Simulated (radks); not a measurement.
All-electron atom: La XVII in [Kr] 4d5 (the NIST ground configuration).

All-electron calculation, scalar-relativistic Kohn-Sham, PBE, spin-polarised, spherical densities, finite nucleus; open shells are filled with parallel spins first (spin-orbit coupling, left out, can overturn this in heavy ions); Fermi nuclear charge, rms radius 4.855 fm. Program: a radial shooting solver on a logarithmic mesh with Libxc functionals.

Energy parts (hartree):
total: -8399.6372
kinetic: 8889.7375
electron-nucleus: -19794.8497
Hartree: 2696.3433
exchange-correlation: -190.8683

Orbitals (lengths in bohr, moments of r in powers of bohr; r(90%) holds 90 % of the orbital's charge):
orbital  occ.  eigenvalue (hartree)      <r^4>  r(90%)
1s up       1             -1437.264  1.918e-06  0.0452
1s down     1             -1437.264  1.918e-06  0.0452
2s up       1             -239.9534  0.0003180   0.166
2s down     1             -239.8503  0.0003179   0.166
2p up       3             -216.4587  0.0002321   0.153
2p down     3             -216.3785  0.0002319   0.153
3s up       1             -61.27182    0.01288   0.417
3s down     1             -61.22238    0.01282   0.417
3p up       3             -53.77172    0.01340   0.422
3p down     3             -53.71542    0.01333   0.422
3d up       5             -43.06277    0.01107   0.404
3d down     5             -42.97513    0.01101   0.403
4s up       1             -21.66773     0.2773   0.894
4s down     1             -21.35626     0.2787   0.895
4p up       3             -19.10349     0.3365   0.940
4p down     3             -18.79404     0.3398   0.942
4d up       5             -15.37044     0.4406    1.01
4d down     0             -15.06805     0.4496    1.02
4f up       0             -11.28265     0.5887    1.10
4f down     0             -11.01572     0.6086    1.11
5s up       0             -10.56196      3.350    1.66
5s down     0             -10.42093      3.427    1.66
5p up       0              -9.56417      4.195    1.75
5p down     0              -9.43289      4.298    1.76
5d up       0              -8.09625      5.952    1.92
5d down     0              -7.97644      6.137    1.93

The highest occupied level is 4d up at -418.25 eV. The density falls to 0.001 e/bohr^3 at r = 1.72 bohr. The spin density at the nucleus is -10.658 e/bohr^3 (1s -0.642, 2s -8.541, 3s 0.055, 4s -1.529).
